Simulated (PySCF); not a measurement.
**[Y(CH3)2]+ at several levels of theory**

Computed with PySCF 2.14.0 (density fitting, no spin-orbit coupling) at the geometry relaxed with PBE0:

```xyz
9
[Y(CH3)2]+ (singlet)
Y     0.0000    0.0000   -0.3691
C     1.7257   -0.0180    1.0489
H     2.6981    0.2132    0.5744
H     1.5620    0.7164    1.8605
H     1.8238   -1.0056    1.5404
C    -1.7257    0.0180    1.0489
H    -2.6981   -0.2132    0.5744
H    -1.5620   -0.7164    1.8605
H    -1.8238    1.0056    1.5404
```

```tsv
level	basis	state	HOMO (eV)	gap (eV)	charge on Y1 (e)	dipole about the centre of mass (D)	largest force component (eV/Å)
PBE0	Y def2-SVP with ECP28, C def2-SVP, H def2-SVP	singlet	-11.74	4.67	1.24	4.30	0.01
PBE	the same	singlet	-10.57	2.66	1.12	3.67	0.23
BP86	the same	singlet	-10.65	2.91	1.14	3.69	0.26
```

Charges are Mulliken's, which hang on the basis. The relaxation used the grid (50, 194), these runs (75, 302) or, all-electron (x2c bases, spin-free X2C Hamiltonian), (99, 590).

**Question.** What does PBE0 with Y def2-TZVP with ECP28, C def2-TZVP, H def2-TZVP give here?

**Answer.** state singlet, HOMO (eV) -11.74, gap (eV) 4.65, charge on Y1 (e) 1.38, dipole about the centre of mass (D) 4.40, largest force component (eV/Å) 0.25. Time: 7.9 s on 2 threads of Arm Neoverse V1, with other jobs on the host, from free ions and atoms.

In the first row's basis the gap widens with exact exchange: 2.7 to 2.9 eV for PBE, BP86 (none); 4.7 eV for PBE0 (a fixed share).
